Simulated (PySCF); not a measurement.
Gas-phase reaction: 2 AuH + Cl2 = 2 AuCl + H2

Energies from PySCF, thermal terms from the rigid-rotor harmonic-oscillator model, ideal gas at 1 bar. † marks an energy on the PBE0/def2-TZVP geometry and frequencies. All species are closed-shell singlets. B3LYP is the form with VWN-RPA correlation. Au: scalar-relativistic def2 core potential, no spin-orbit coupling.

PBE0/def2-QZVP† gives ΔH°(298 K) = -163 kJ.

Q: What do B3LYP/def2-TZVP†, r2SCAN/def2-TZVP†, HF/def2-TZVP† give?

A: B3LYP/def2-TZVP†: -157 kJ; r2SCAN/def2-TZVP†: -154 kJ; HF/def2-TZVP†: -262 kJ. For scale, ΔH°(298 K) is -163 kJ at this level, -190 kJ at ωB97M-V/def2-TZVP†, and runs from -262 to -2 kJ over the 18 levels computed.
